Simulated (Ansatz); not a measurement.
C₄H₁₀BN (`BN(C=C)CC`), relaxed with RKS PBE0-D4/def2-TZVP in Ansatz 0.2.0 from a PBE-D4/def2-SVP geometry. The force threshold is 0.005 eV/Å; the program also tests the step.

Charge 0, multiplicity 1.

Start:

```xyz
16

B    -0.129   -1.602   -1.373
N    -0.276   -0.660   -0.328
C    -1.485    0.037   -0.143
C    -1.767    0.961    0.799
C     0.843   -0.350    0.577
C     1.608    0.912    0.177
H    -1.067   -1.802   -2.118
H     0.933   -2.180   -1.491
H    -2.252   -0.255   -0.879
H    -2.769    1.410    0.825
H    -1.044    1.303    1.552
H     1.524   -1.222    0.569
H     0.448   -0.259    1.611
H     2.414    1.122    0.908
H     0.945    1.799    0.135
H     2.074    0.786   -0.821
```

Problem. By how much does the energy fall, and how many steps does the optimiser take? (Estimate.)

Solution. Computed: 0.07 eV, in 10 steps, 1 of them rejected.

Problem. Which bonds change most? (An estimate is asked.)

Solution. Ansatz gave: B1–H8 from 1.215 to 1.195 Å; B1–H7 from 1.215 to 1.195 Å; C3–C4 from 1.349 to 1.330 Å; C4–H10 from 1.099 to 1.081 Å.

Problem. Give the relaxed structure. (Estimate.)

Solution. Computed: 
```xyz
16

B    -0.138   -1.604   -1.353
N    -0.266   -0.655   -0.333
C    -1.460    0.045   -0.153
C    -1.733    0.953    0.781
C     0.840   -0.351    0.567
C     1.580    0.919    0.186
H    -1.067   -1.797   -2.080
H     0.896   -2.193   -1.466
H    -2.216   -0.230   -0.881
H    -2.716    1.402    0.807
H    -1.021    1.275    1.529
H     1.523   -1.200    0.538
H     0.455   -0.283    1.589
H     2.371    1.128    0.911
H     0.912    1.781    0.154
H     2.040    0.810   -0.798
```
